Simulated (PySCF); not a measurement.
# Nitrogen: a sound run and one with changed settings

Sound run: N(2+) [He] 2s2 2p1, N(3+) [He] 2s2. Computed with PySCF 2.14 in 6-31G*, with the non-relativistic Hamiltonian (point nucleus). The sound run starts from symmetry-adapted Hartree-Fock orbitals and uses a fine grid where one is needed.

Changed run: 26 angular points. This setting is unsound on purpose.

```json
{"species": "N(2+)", "method": "UHF", "sound run (hartree)": "-52.79544", "changed run (hartree)": "-52.79544", "converged": "yes"}
{"species": "N(2+)", "method": "M06-2X", "sound run (hartree)": "-52.93490", "changed run (hartree)": "-52.93816", "converged": "yes"}
{"species": "N(2+)", "method": "M06-L", "sound run (hartree)": "-52.93447", "changed run (hartree)": "-52.93999", "converged": "yes"}
{"species": "N(3+)", "method": "UHF", "sound run (hartree)": "-51.05558", "changed run (hartree)": "-51.05558", "converged": "yes"}
{"species": "N(3+)", "method": "M06-2X", "sound run (hartree)": "-51.18166", "changed run (hartree)": "-51.18166", "converged": "yes"}
{"species": "N(3+)", "method": "M06-L", "sound run (hartree)": "-51.16943", "changed run (hartree)": "-51.16943", "converged": "yes"}
```

Ionisation energy of N(2+):

```json
{"method": "UHF", "sound run (eV)": "47.344", "changed run (eV)": "47.344"}
{"method": "M06-2X", "sound run (eV)": "47.708", "changed run (eV)": "47.797"}
{"method": "M06-L", "sound run (eV)": "48.029", "changed run (eV)": "48.179"}
```

A coarse angular grid integrates products of high-l functions wrongly, so density functionals can shift, and the SCF can exploit the error; Hartree-Fock and MP2 need no grid.

For comparison, NIST gives 47.445 eV between the lowest levels.
